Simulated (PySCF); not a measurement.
# Fine-structure interval of Pt⁺ by level of theory

Pt⁺ [Xe] 4f14 5d9 [5d3/2^4 5d5/2^5, M_J = 5/2] → Pt⁺ [Xe] 4f14 5d9 [5d3/2^3 5d5/2^6, M_J = 3/2], as a difference of total energies. Computed with PySCF 2.14 in x2c-SVPall-2c, with the two-component X2C-1e Hamiltonian. Correlated levels: [Kr] 4d10 4f14 frozen; the 22 highest virtual spinors dropped. "Screened" scales the spin-orbit matrix elements by Boettger's factors to mimic the two-electron term; Breit and QED terms are absent.

| method | fine-structure interval (cm⁻¹) |
| --- | --- |
| GHF (screened spin-orbit) | 11499 |
| GMP2 (screened spin-orbit) | 11396 |
| GHF (bare spin-orbit) | 13337 |

The determinant of the lower state mixes levels of different J (the jj label is only the starting occupation), so the difference between spin-free and spin-orbit rows is not the physical spin-orbit shift.
